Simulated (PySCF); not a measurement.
Computed shifts of a molecule CH7ClFNSi2, B3LYP/pcSseg-1 in PySCF, GIAO, gas phase, equivalent atoms averaged, in ppm (number of nuclei): ¹³C: 38.1 (1). ¹⁵N: 9.3 (1). ²⁹Si: 24.1 (1), -48.6 (1). ¹⁹F: -178.3 (1). ¹H: 6.06 (1), 5.08 (1), 4.80 (1), 3.03 (3), -0.65 (1). References: ¹³C against TMS (σ = 181.3 ppm); ¹⁵N against NH3 (σ = 265.5 ppm); ²⁹Si against TMS (σ = 338.7 ppm); ¹⁹F against CFCl3 (σ = 161.7 ppm); ³⁵Cl against HCl (σ = 933.3 ppm); ¹H against TMS (σ = 31.68 ppm), references at their B3LYP-D3(BJ)/def2-TZVP geometries, non-relativistic (without spin–orbit terms, shifts of atoms bonded to Cl or Br come out too high). Geometry optimised at B3LYP-D3(BJ)/def2-SVP. The values are those of a single conformer.

Task: Pick the molecule that these values belong to.
A) N[Si@H](F)C[SiH2]Cl
B) N[SiH2][Si@H](Cl)CF
C) CN[Si@](F)([SiH3])Cl
D) CN[SiH2][Si@@H](F)Cl

Result: D, CN[SiH2][Si@@H](F)Cl
